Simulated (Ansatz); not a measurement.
`C#[C][AlH][OH]` and `C#[C][AlH][GeH3]` differ in one atom or group.

Ansatz, PBE0-D4/def2-TZVP geometries, multiplicity 1. Each molecule was computed in one conformer, which needn't be the lowest.

Scalar relativity is left out up to krypton.

```tsv
property	`C#[C][AlH][OH]`
LUMO energy (PBE/def2-TZVPP) / eV	-2.04
size of the dipole moment (PBE/def2-TZVPP) / D	1.66
LUMO energy (ωB97M-V/def2-TZVPP) / eV	0.51
HOMO–LUMO gap (PBE0/def2-TZVPP) / eV	7.07
HOMO–LUMO gap (PBE/def2-TZVPP) / eV	5.03
HOMO energy (PBE0/def2-TZVPP) / eV	-8.30
```

Task: What does the change do to each property? (Estimate.)

Result: The calculation gave: 
```json
{"property": "LUMO energy (PBE/def2-TZVPP) / eV", "`C#[C][AlH][GeH3]`": "-2.89", "shift": "-0.85"}
{"property": "size of the dipole moment (PBE/def2-TZVPP) / D", "`C#[C][AlH][GeH3]`": "0.78", "shift": "-0.88"}
{"property": "LUMO energy (ωB97M-V/def2-TZVPP) / eV", "`C#[C][AlH][GeH3]`": "-0.45", "shift": "-0.96"}
{"property": "HOMO–LUMO gap (PBE0/def2-TZVPP) / eV", "`C#[C][AlH][GeH3]`": "5.41", "shift": "-1.66"}
{"property": "HOMO–LUMO gap (PBE/def2-TZVPP) / eV", "`C#[C][AlH][GeH3]`": "3.58", "shift": "-1.45"}
{"property": "HOMO energy (PBE0/def2-TZVPP) / eV", "`C#[C][AlH][GeH3]`": "-7.55", "shift": "0.75"}
```

With PBE0 the HOMO rises by 0.75 eV and the LUMO falls by 0.91 eV, so the gap narrows by about 1.66 eV. PBE moves the HOMO by 0.59 eV and ωB97M-V by 1.00 eV. Dipoles are sizes alone; their direction can turn.
